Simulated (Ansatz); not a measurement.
Cl3H3SiSn can be A, `[SiH3][Sn]([Cl])([Cl])[Cl]`, or B, `Cl[Si](Cl)(Cl)[SnH3]`.

Computed with Ansatz on PBE0-D4/def2-TZVP structures; ΔE is electronic, products minus reactants. CCSD(T)/CBS adds triple-zeta CCSD(T) − MP2 to the extrapolated MP2 energy (def2 sets, frozen cores). DFT in def2-TZVPP. def2 core potentials past Kr. For Sn outer-core shells are correlated without core-valence functions, which leaves a few kJ/mol of doubt a bond.

A:

```xyz
8

Si   -0.631   -1.142    0.650
Sn    0.480    0.868   -0.493
Cl   -1.053    2.318   -1.449
Cl    1.743    2.150    0.964
Cl    1.916    0.248   -2.202
H    -1.397   -1.862   -0.392
H    -1.514   -0.603    1.710
H     0.457   -1.976    1.211
```

B:

Z-matrix (Å, degrees):
```
Si
Cl 1 2.046
Cl 1 2.046 2 107.8
Cl 1 2.046 2 107.8 3 116.2
Sn 1 2.561 2 111.0 3 -121.9
H 5 1.702 1 108.8 2 -179.9
H 5 1.702 1 108.7 2 -59.9
H 5 1.703 1 108.7 2 60.1
```

Problem. Which is lower in electronic energy at CCSD(T)/CBS, and by how much? (An estimate is asked.)

Solution. The calculation gave: A, by 1.2 kcal/mol.

Problem. Give E(B) − E(A) in kcal/mol with LDA (SPW92), MP2/def2-TZVPP, B2PLYP, BLYP-D4, CCSD(T)/def2-TZVPP, CCSD(T)/def2-SVP, r2SCAN-D4. (Estimate.)

Solution. The calculation gave: LDA (SPW92) -6.4, MP2/def2-TZVPP -2.0, B2PLYP 1.5, BLYP-D4 2.4, CCSD(T)/def2-TZVPP -1.3, CCSD(T)/def2-SVP 3.4, r2SCAN-D4 -0.4. The order is the other way round with LDA (SPW92), MP2/def2-TZVPP, CCSD(T)/def2-TZVPP, r2SCAN-D4.

Problem. Does the order hold for the free energy at 298.15 K (harmonic terms from PBE0-D4)? (Estimate.)

Solution. Ansatz gave: Too close to call: G(B) − G(A) = +0.4 kcal/mol.

Largest T1 diagnostic: 0.012.

In def2-TZVPP, CCSD(T) changes the Hartree–Fock value by −7.6 kcal/mol (the triples alone add −0.5 kcal/mol) and MP2 by −8.3 kcal/mol. From BLYP to BHLYP (50 % exact exchange), in def2-TZVPP and without D4, E(B) − E(A) moves by −1.5 kcal/mol.
